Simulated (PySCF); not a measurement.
OSn, neutral, multiplicity 1. Atoms are numbered in the order given.

```xyz
2

Sn     0.0000     0.0000    -0.2507
O      0.0000     0.0000     1.5671
```

The structure is a stationary point at PBE0-D3(BJ)/def2-TZVP. The def2 effective core potentials stand for the cores of Sn; spin–orbit coupling is left out.

Level of theory: TDA-M06-2X/def2-TZVPD in PySCF.

Vertical excitations; the highest root listed may be one member of a degenerate set. Isolated molecule, no solvent. State labels are in the subgroup C2v.

```
state  symmetry  energy (eV)  λ (nm)      f                                                                main pairs
-----  --------  -----------  ------  -----  ------------------------------------------------------------------------
S1           A2         3.76     329  0.000                                      HOMO−1→LUMO 48 %, HOMO−2→LUMO+1 48 %
S2           B1         3.92     316  0.053                                                HOMO→LUMO (degenerate set)
S3           B2         3.92     316  0.053                                              HOMO→LUMO+1 (degenerate set)
S4           A1         4.23     293  0.000                               HOMO−1→LUMO+1, HOMO−2→LUMO (degenerate set)
S5           A2         4.23     293  0.000                               HOMO−2→LUMO+1, HOMO−1→LUMO (degenerate set)
S6           A1         5.92     209  0.000  HOMO−1→LUMO+1 25 %, HOMO−2→LUMO 25 %, HOMO→LUMO+3 24 %, HOMO→LUMO+2 17 %
S7           B2         6.61     188  0.036                             HOMO−1→LUMO+2, HOMO−1→LUMO+3 (degenerate set)
S8           B1         6.61     188  0.036                             HOMO−2→LUMO+2, HOMO−2→LUMO+3 (degenerate set)
S9           A1         7.20     172  0.024                                        HOMO→LUMO+2 77 %, HOMO→LUMO+3 16 %
S10          B2         7.58     164  0.048                                    HOMO−1→LUMO+3 58 %, HOMO−1→LUMO+2 39 %
T1           B2         2.93     423      0                                              HOMO→LUMO+1 (degenerate set)
T2           B1         2.93     423      0                                                HOMO→LUMO (degenerate set)
T3           A1         3.30     376      0                                      HOMO−2→LUMO 47 %, HOMO−1→LUMO+1 47 %
T4           A1         3.62     343      0                                      HOMO−1→LUMO+1 48 %, HOMO−2→LUMO 48 %
```
Triplets are in the Tamm–Dancoff approximation.
